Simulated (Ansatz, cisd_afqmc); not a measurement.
Species: C$_{2}$H$_{3}$Br, charge 0, singlet. C2H3Br (bromoethene, SMILES BrC=C).
B3LYP-D3(BJ)/def2-TZVP minimum from Ansatz (a program for electronic structure):
```
C
C 1 1.3193
H 1 1.0797 2 124.39
H 2 1.0811 1 122.60 3 180.00
H 2 1.0831 4 117.94 1 180.00
Br 1 1.9011 3 112.22 2 180.00
```
Charge 0, spin multiplicity 1.

Total energies in cc-pVTZ, 18 correlated electrons, 16 frozen orbitals. Radicals and triplets start from unrestricted determinants; spin-orbit coupling is neglected. Cores are frozen in correlated methods (noble-gas shells, and filled d and f shells in the p block). No relativity. AFQMC is phaseless with a CISD trial state; ± is one standard error, without the phaseless bias. Outlying blocks are dropped, and bars are widened where a walk drifts. Over all cases where full CI ran beside it in this data, AFQMC minus full CI had a median of +0.1 mEh and passed +0.4 mEh in a tenth of the cases. Spin-orbit terms, left out, reach several kcal/mol for Br and I, and more for heavier atoms.

```csv
method,program,energy (Eh),minus AFQMC/CISD (mEh)
HF,Ansatz,-2649.94359,543.1 ± 0.4
MP2,Ansatz,-2650.43141,55.3 ± 0.4
CCSD,Ansatz,-2650.46231,24.4 ± 0.4
CCSD(T),Ansatz,-2650.48581,0.9 ± 0.4
AFQMC/CISD,cisd_afqmc,-2650.4867 ± 0.0004,0.0
```
